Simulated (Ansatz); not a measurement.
An input meant for Al11 (charge 0, doublet).

```yaml
crystal:
  periodic: [true, true, true]
  atoms:
    - {symbol: Al, position_ang: [-0.625795, -2.011482, 2.135164]}
    - {symbol: Al, position_ang: [0.123692, 0.485926, -2.222375]}
    - {symbol: Al, position_ang: [-0.279054, 0.479016, 0.776412]}
    - {symbol: Al, position_ang: [-0.257087, -1.771204, -0.592295]}
    - {symbol: Al, position_ang: [2.330978, 1.087536, 1.473437]}
    - {symbol: Al, position_ang: [-2.252108, -0.223980, -1.503573]}
    - {symbol: Al, position_ang: [-2.654548, -1.033985, 0.911409]}
    - {symbol: Al, position_ang: [1.747123, -1.514760, 1.287974]}
    - {symbol: Al, position_ang: [1.167818, 2.503785, -0.425207]}
    - {symbol: Al, position_ang: [2.150414, -0.270872, -0.928785]}
    - {symbol: Al, position_ang: [-1.451424, 2.270030, -0.912171]}
basis:
  gaussian: {orbitals: def2-TZVPP}
magnetization: {spin_polarized: true, initial_magnetization: 1}
hamiltonian: {xc: {name: HSE06}}
scf: {omitted_lower_state_checks: [starts]}
output: {forces: true}
```

```sh
$ ansatz run in.yaml --threads 6 --pin off --events-out ev --progress --plain --max-ram 7833MiB
```

It prints (some lines left out):

```
Error: YAML parse error: error: line 2 column 3: crystal: missing field `lattice` (a structure is typed as `lattice` and `atoms`, a molecule's as `atoms` in Å alone, or read from a run's directory, `checkpoint`)
 --> <input>:2:3
1 | crystal:
2 |   periodic: [true, true, true]
3 |   atoms:
4 |     - {symbol: Al, position_ang: [-0.625795, -2.011482, 2.135164]}
```

In this input the species is marked periodic without a cell. The program refused the input.
